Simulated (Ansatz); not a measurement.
TaTe₂⁻ (the lowest singlet isomer of a short search) was relaxed with r2SCAN-D4 (def2-TZVPD) in Ansatz in these states: charge -1 quintet, charge -1 triplet. The geometries follow in no particular order.

In the def2 sets Ta, Te take a core potential; there is no spin–orbit coupling.

A:

```xyz
3

Ta   -0.2162    0.5210   -0.1145
Te    0.2724   -0.7331   -2.4032
Te   -0.0562    0.2121    2.5177
```

B:

| atom | x (Å) | y (Å) | z (Å) |
| --- | --- | --- | --- |
| Ta1 | -0.723 | -0.162 | 0.106 |
| Te2 | -0.235 | 1.905 | -1.333 |
| Te3 | 0.958 | -1.743 | 1.228 |

**Question.** Judge from the bond lengths which geometry belongs to which state (an estimate).

**Answer.** A is the charge -1 quintet (Ta1–Te3 2.655 Å, Ta1–Te2 2.655 Å); B is the charge -1 triplet (Ta1–Te3 2.566 Å, Ta1–Te2 2.566 Å).

At r2SCAN-D4/def2-TZVPD the highest occupied level of the charge -1 quintet lies above zero (up to 0.03 eV). It is a level of α spin, whose loss leaves a quartet; that state wasn't run at this geometry and level. The electron is either unbound and held by the finite basis, or the level is raised by self-interaction error. At PBE0-D4/def2-TZVPD a triplet lies 1.62 eV below the charge -1 quintet. These are the stationary points nearest to one start from a short search; other shapes may lie lower in each state.
